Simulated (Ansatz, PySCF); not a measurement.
Gas-phase reaction (SMILES): NB(N)Cl + F (HF) -> NB(N)F + Cl (HCl); hydrogen fluoride cleaves one B-Cl bond, a model of a ligand-exchange step.

Structures are relaxed separately at B3LYP-D3(BJ)/def2-TZVP in Ansatz (a program for electronic structure), one conformer each, not searched for the lowest. Valence correlation only, unless marked. Spin-orbit coupling is left out. No relativistic terms. CBS(X,Y): correlation extrapolated as X^-3; Hartree-Fock from the larger set. Thermal terms are rigid-rotor harmonic-oscillator values from B3LYP-D3(BJ) frequencies (Ansatz or PySCF) at 298.15 K and 1 atm. 1 Eh = 627.5095 kcal/mol.

```
species   E, CCSD(T)/CBS(cc-pV(T+d)Z,cc-pV(Q+d)Z) (Ansatz) (Eh)  E, PBE-D3(BJ)/def2-TZVPD (Ansatz + dftd3) (Eh)  H - E (Eh)  G - E (Eh)
--------  -----------------------------------------------------  ----------------------------------------------  ----------  ----------
NB(N)Cl                                              -596.51354                                      -596.81199     0.06511     0.03152
F (HF)                                               -100.39146                                      -100.39533     0.01259    -0.00713
NB(N)F                                               -236.54350                                      -236.59335     0.06612     0.03359
Cl (HCl)                                             -460.37849                                      -460.62865     0.01000    -0.01120
```

### Question
Work out ΔE and ΔH, ΔG, ΔS and the equilibrium constant at 298.15 K at the first level, then ΔH at the second.

### Answer

1. ΔE = [(-236.54350) + (-460.37849)] - [(-596.51354) + (-100.39146)] = -0.01699 Eh = -10.7 kcal/mol at CCSD(T)/CBS(cc-pV(T+d)Z,cc-pV(Q+d)Z).
2. The terms H - E add up to -0.00158 Eh, so ΔH = (-0.01699 + (-0.00158))×627.5095 = -11.7 kcal/mol.
3. The terms G - E add up to -0.00200 Eh, so ΔG = -11.9 kcal/mol, and ΔS = (-0.00158 - (-0.00200))×627509.5/298.15 = 0.9 cal/(mol K).
4. log10 K = -ΔG/(RT ln 10) = 8.7, with RT ln 10 = 1.3642 kcal/mol.
5. At PBE-D3(BJ)/def2-TZVPD the same steps give ΔE = -9.2 and ΔH = -10.2 kcal/mol, a shift of +1.5 from the first level.
6. These values are not checked against measurement here, since the tables used lack a sound gas-phase enthalpy of formation for at least one species.
